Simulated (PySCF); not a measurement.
Methyl(difluoro)silyl chloride, CH₃ClF₂Si.
Atom-mapped SMILES: `[CH3:1][Si:2]([F:3])([F:4])[Cl:5]` (hydrogens: H6, H7, H8 on C1)

Computed geometry: GFN2-xTB, gas phase.

(1) List the bond lengths and angles at this level.

Results:

(1) 
```json
{"bond": "C1–Si2", "length (bohr)": "3.554", "order": "single"}
{"bond": "Si2–F3, Si2–F4", "length (bohr)": "3.025", "order": "single"}
{"bond": "Si2–Cl5", "length (bohr)": "3.752", "order": "single"}
{"bond": "C1–H6, C1–H7, C1–H8", "length (bohr)": "2.054", "order": "single"}
```

Bonds in one row agree within 0.02 bohr and their mean is given. Orders are formal, as drawn. A selection of angles:
```json
{"angle": "Si2–C1–H6", "degrees": "111.6"}
{"angle": "H6–C1–H7", "degrees": "107.5"}
{"angle": "C1–Si2–F3", "degrees": "110.4"}
{"angle": "C1–Si2–Cl5", "degrees": "116.5"}
{"angle": "F3–Si2–F4", "degrees": "100.5"}
{"angle": "F3–Si2–Cl5", "degrees": "109.0"}
```

Si2 (fluorine-bound silicon) is distorted tetrahedral (angles from 100.5° to 116.5°).

Point group: Cs (tolerance 0.08 Å). Stationary, but not proved a minimum.
